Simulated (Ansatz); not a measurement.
Gas-phase electronic energies from Ansatz, PBE0-D4/def2-TZVP geometries. CCSD(T)/CBS is the MP2 limit (def2-TZVPP, def2-QZVPP) plus CCSD(T) − MP2 in def2-TZVPP, frozen cores. Functionals use def2-TZVPP. For Ge outer-core shells are correlated without core-valence functions, which leaves a few kJ/mol of doubt a bond. Scalar relativity is left out up to krypton. One conformer a species, not always the lowest.

Reaction (redistribution): `[O]1[SiH2][GeH2]1` + `OB([SiH3])OCF` → `F[CH2][GeH]1[O][SiH2]1` + `OB(O)[SiH3]`

`[O]1[SiH2][GeH2]1`:

```xyz
7

O    -0.538    0.935   -0.552
Si    0.889    0.116   -0.682
Ge   -0.732   -0.359    0.813
H     1.100   -0.682   -1.916
H     2.125    0.852   -0.317
H    -0.890    0.366    2.158
H    -1.956   -1.229    0.496
```

`OB([SiH3])OCF`:

Cartesian coordinates in Å:
```
O 1.527 0.105 0.550
B 0.279 0.326 0.074
Si -0.244 2.164 -0.611
O -0.691 -0.656 0.018
C -0.421 -1.989 0.224
F 0.159 -2.192 1.465
H 1.650 -0.752 0.974
H -0.625 2.087 -2.049
H -1.425 2.676 0.138
H 0.866 3.144 -0.471
H -1.361 -2.540 0.207
H 0.286 -2.375 -0.519
```

`F[CH2][GeH]1[O][SiH2]1`:

Z-matrix (Å, degrees):
```
C
Ge 1 1.972
F 1 1.382 2 110.9
H 1 1.094 2 110.9 3 120.6
H 1 1.094 2 108.5 3 -119.6
Si 2 2.260 1 123.2 3 139.5
O 2 1.892 1 108.4 3 90.9
H 2 1.536 1 111.1 3 -28.7
H 6 1.484 2 122.9 1 173.8
H 6 1.485 2 122.7 1 18.5
```

`OB(O)[SiH3]`:

Cartesian coordinates in Å:
```
O 1.282 1.155 0.081
B 0.223 0.359 0.401
O -0.379 0.344 1.625
Si -0.524 -0.887 -1.021
H 1.601 1.732 0.783
H -0.013 0.943 2.283
H 0.258 -0.815 -2.285
H -0.509 -2.297 -0.540
H -1.938 -0.533 -1.327
```

```
             level  ΔE (eV)
           PBE0-D4    -0.21
    MP2/def2-TZVPP    -0.26
CCSD(T)/def2-TZVPP    -0.20
     MP2/CBS(def2)    -0.30
```

(1) What does CCSD(T)/CBS give? (Estimate.)

Largest T1 diagnostic among the species: 0.014.

## Answers

(1) Computed: -0.24 eV. The listed levels differ from it by 0.03, -0.02, 0.04, -0.06 eV.

In def2-TZVPP, CCSD(T) changes the Hartree–Fock value by −0.15 eV (the triples alone add −0.01 eV) and MP2 by −0.21 eV. From PBE to PBE0 (25 % exact exchange), in def2-TZVPP and without D4, ΔE moves by +0.04 eV.
